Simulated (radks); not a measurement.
Results of a calculation; reference values are marked as such.
Spin polarisation of the 4p3 shell in Br2+. Start: [Ar] 3d10 4s2 4p(up 1.5, down 1.5); electrons of 4p are moved from spin down to spin up, other shells keep equal spins. Code: a radial shooting solver on a logarithmic mesh with Libxc functionals. Model: non-relativistic Kohn-Sham, PBE, spin-polarised, spherical densities, point nucleus.

moment (Bohr magnetons)  E - E(0) (eV)  e(4p up) (eV)  e(4p down) (eV)  4s down minus up (eV)
0                                0.000        -28.198          -28.198                  0.000
0.75                            -0.147        -28.564          -27.781                  0.788
1.5                             -0.589        -28.886          -27.306                  1.587
2.25                            -1.334        -29.165          -26.769                  2.404
3                               -2.388        -29.401          -26.170                  3.238

At moment 3 the spin-polarisation energy is -2.388 eV and the 4p exchange splitting 3.232 eV, that is 1.077 eV per Bohr magneton; E = -I m^2/4 would give I = 1.062 eV.
